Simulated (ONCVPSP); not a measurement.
**Which change was made? (Cl, ONCV)**

```
Element                 : chlorine
Generator               : ONCVPSP 4.0.1
Type                    : optimised norm-conserving Vanderbilt (ONCV)
Functional              : PBE
Relativity              : scalar-relativistic
Frozen core             : [Ne]
Valence charge          : 7
Reference configuration : 3s2 3p4 (charge +1)
Partial waves           : 3s: rc 1.30 bohr, ncon 5, nbas 9, qcut 5.1 1/bohr, 2 projectors, debl 0.5 Ha; 3p: rc 1.50 bohr, ncon 5, nbas 9, qcut 5.7 1/bohr, 3 projectors, debl 0.8 Ha
Local potential         : polynomial inside 0.85 bohr (lpopt 1, dvloc0 0 Ha)
Core correction         : Teter function, fcfact 5.5, rcfact 1
```

In the s channel the program set the typed energies aside and used -1.179, 0.250 Ha.

Cutoffs, loose and tight: the cutoffs (Ha) at which the residual kinetic energy of the hardest occupied pseudo-wave falls to 1 and 0.1 mHa per electron. They do not see the model core or the augmentation charge, which bear on the density cutoff. Test errors are all-electron minus pseudo excitation energies from the reference, over the configurations 3s2 3p5; 3s2 3p3; 3s2 3p2; 3s1 3p5; variants that change the core or the reference have their own tests.

The base gives: outcome: generated, projector energies reset by the program; cutoff, loose: 25 Ha; cutoff, tight: 90 Ha; bound ghosts: p; GHOST(+) flags above zero: s, p; largest test error (meV): +26.

(1) After one change the result is: outcome: generated, projector energies reset by the program; cutoff, loose: 25 Ha; cutoff, tight: 90 Ha; bound ghosts: none; GHOST(+) flags above zero: s; largest test error (meV): +26. Which change was it?
A. p: nproj 2
B. s: qcut 6.6; p: qcut 7.3
C. reference 3s1.5 3p5.5
D. p: rc 2.18
E. s: debl 1.5

Answers

(1) A. The others give: reference 3s1.5 3p5.5 → outcome: generated, projector energies reset by the program; cutoff, loose: 24 Ha; cutoff, tight: 87 Ha; bound ghosts: p; GHOST(+) flags above zero: s, p; largest test error (meV): +36 | s: qcut 6.6; p: qcut 7.3 → outcome: generated, projector energies reset by the program; cutoff, loose: 17 Ha; cutoff, tight: 22 Ha; bound ghosts: p; GHOST(+) flags above zero: s, p; largest test error (meV): +27 | s: debl 1.5 → outcome: generated; cutoff, loose: 25 Ha; cutoff, tight: 90 Ha; bound ghosts: p; GHOST(+) flags above zero: s, p; largest test error (meV): +26 | p: rc 2.18 → outcome: generated, projector energies reset by the program; cutoff, loose: 25 Ha; cutoff, tight: 90 Ha; bound ghosts: none; GHOST(+) flags above zero: s; largest test error (meV): +3.8.
